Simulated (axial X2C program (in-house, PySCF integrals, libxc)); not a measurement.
Worked dissociation energy of MgPb: PW91, two-component

Computed with an in-house relativistic program for diatomic molecules. Two-component (2c) means X2C with spin–orbit coupling and atomic mean-field two-electron Coulomb and Gaunt terms. Basis: Pb dyall-cv3z [12s14p10d7f1g], Mg dyall-cv3z [9s8p6d3f] (cores contracted in-house); Gaussian nuclei, density fitting, unrestricted open shells. Masses: Pb 207.977 u, Mg 23.985 u.

Molecular state: Ω = 0 (closed shell).

* E(Pb) (2M_J = 0): -20894.299587 hartree
* E(Mg) (2M_J = 0): -200.350182 hartree
* E(MgPb) at Re: -21094.666192 hartree
* ωe: 139.9 cm⁻¹
* ωexe: 1.29 cm⁻¹

(1) Work out De and D0.

One determinant describes the state; a PBE0 search over occupations chose it and may have missed a lower one. De is counted from the lowest determinant-based energies of the atoms at the same level, without counterpoise correction. Other states lie close and PBE0, whose exact exchange favours high spin, may order them wrongly; the determinant shown need not be the ground state. The nearest other 2c determinant of the search, Ω = 1, lies 0.50 eV up at the distance of the search. The 2c closed shell (π1/2)² is the Ω = 0⁺ component of the spin-free π² triplet, mixed with the ¹Σ⁺ state; no single spin-free determinant represents it.

The levels of this run spread widely (ωe from 77 to 140 cm⁻¹), so these constants depend on the method. The bond is weak, and without diffuse functions and with truncated virtuals even CCSD(T) can be tens of per cent off in De.

Each atomic determinant is the lowest at this level and need not be a pure J level. Totals compare only within one Hamiltonian and basis.

Answers

(1) De = -20894.299587 + (-200.350182) − (-21094.666192) = 0.01642 hartree = 0.447 eV. The zero-point energy is ωe/2 − ωexe/4 = 70 cm⁻¹ = 0.009 eV, so D0 = 0.438 eV.
